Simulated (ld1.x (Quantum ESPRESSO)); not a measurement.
titanium (Ti): one change to a TM potential, before and after

Ti, norm-conserving Troullier–Martins (Kleinman–Bylander form), made with ld1.x (Quantum ESPRESSO) 7.5 (LDA (PZ), scalar-relativistic). Core [Ne] 3s2, reference 3p6 3d1 4s0 4p0 (charge +3). Waves: 4s (bound, empty): rc 2.10 bohr; 3d (bound): rc 1.15 bohr; 3p (bound): rc 1.40 bohr. Local part: the p channel. Core correction: none.

All-electron outer shells of the reference configuration (LDA (PZ), scalar-relativistic, ld1.x):

```csv
shell,level (eV),outermost node (bohr),outermost maximum (bohr)
3s,-94.74,0.40,0.87
3p,-70.92,0.37,0.89
3d,-34.93,–,0.91
4s,-26.31,1.20,2.36
4p,-20.69,1.29,2.67
```

Change: all radii scaled by about 1.33 (s 2.80, p 1.86, d 1.54 bohr).

Cutoffs: the cutoffs (Ry, on a coarse ladder) from which the occupation-weighted sum of valence levels, in a spherical-Bessel basis at the reference potential, stays within 10 and 1 mRy of its value at 400 Ry; they do not see the model core or the augmentation charge, which bear on the density cutoff. Errors are all-electron minus pseudo energies relative to the spin-unpolarised reference configuration.

**Question.** How do hardness, ghosts and transferability respond?

**Answer.** The potential gets softer (120 Ry and 140 Ry → 80 Ry and 90 Ry); both files keep a bound ghost (s); of the 9 tests that both files solve, the error grows in 4 and shrinks in 2 by more than 15 % and 0.3 meV (median size 74.4 → 82.1 meV). A larger radius leaves more room for a smooth pseudo-wave, so fewer plane waves are needed.

| quantity | base | changed |
| --- | --- | --- |
| cutoff, loose | 120 Ry | 80 Ry |
| cutoff, tight | 140 Ry | 90 Ry |
| loose cutoff by channel (10 mRy a level) | d 120 Ry, p 35 Ry | d 80 Ry, p 35 Ry |
| bound ghosts | s | s |
| error for 3p6 3d2 4s2 4p0, meV [ΔE -48.53 eV] | +145 | +205 |
| error for 3p6 3d2 4s1 4p0, meV [ΔE -40.99 eV] | +85 | +126 |
| error for 3p6 3d2 4s0 4p0, meV [ΔE -27.19 eV] | -11 | +3.9 |
| error for 3p6 3d1 4s2 4p1, meV [ΔE -43.71 eV] | +112 | +98 |
| error for 3p6 3d3 4s0 4p0, meV [ΔE -40.97 eV] | -15 | +3.4 |
| error for 3p6 3d0 4s0 4p0, meV [ΔE 43.54 eV] | -21 | +37 |
| error for 3p6 3d1 4s2 4p0, meV [ΔE -38.55 eV] | +74 | +82 |
| error for 3p6 3d1 4s0 4p0 (spin-polarised), meV [ΔE -0.24 eV] | +74 | +71 |
| error for 3p6 3d2 4s2 4p0 (spin-polarised), meV [ΔE -49.20 eV] | +313 | +373 |

 A true bound ghost makes a file unfit for plane-wave use even where its test errors are small: the radial tests pick states by their node count and pass the ghost by.
